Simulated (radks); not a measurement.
Values are calculated unless marked as measured or tabulated.
Valence configurations of the tin ion Sn+ (all share [Kr]). Level of theory: scalar-relativistic Kohn-Sham, PBE, spin-polarised, spherical densities, finite nucleus; open shells are filled with parallel spins first (spin-orbit coupling, left out, can overturn this in heavy ions); Fermi nuclear charge, rms radius 4.6519 fm (a radial shooting solver on a logarithmic mesh with Libxc functionals). Energies are relative to 4d10 5s2 5p1; eigenvalues in eV for spin up.

valence           E (eV)  moment (Bohr magnetons)    e(4d)    e(5p)    e(5s)
4d10 5s2 5p1       0.000                        1  -33.829  -10.619  -18.149
4d9 5s2 5p2       24.913                        3  -40.333  -12.494  -20.820
4d8 5s2 5p3       53.468                        5  -46.770  -14.193  -23.273
4d9 5s1 5p3       30.900                        5  -41.557  -13.460  -22.016
4d8 5s1 5p4       62.456                        5  -48.136  -14.800  -24.099
4d10 5s1.5 5p1.5   3.216                        2  -34.570  -11.241  -18.893
4d10 5s1 5p2       6.114                        3  -35.248  -11.775  -19.558
4d10 5p3          13.953                        3  -36.603  -12.431        -
4d9.5 5s1.5 5p2   15.185                        3  -37.776  -12.146  -20.197
4d9.5 5s2 5p1.5   12.001                        2  -37.094  -11.584  -19.518

NIST lists [Kr] 4d10 5s2 5p1 as the ground configuration; this level of theory agrees among the configurations tried. The energies are those of spherical high-spin densities, not of single terms.
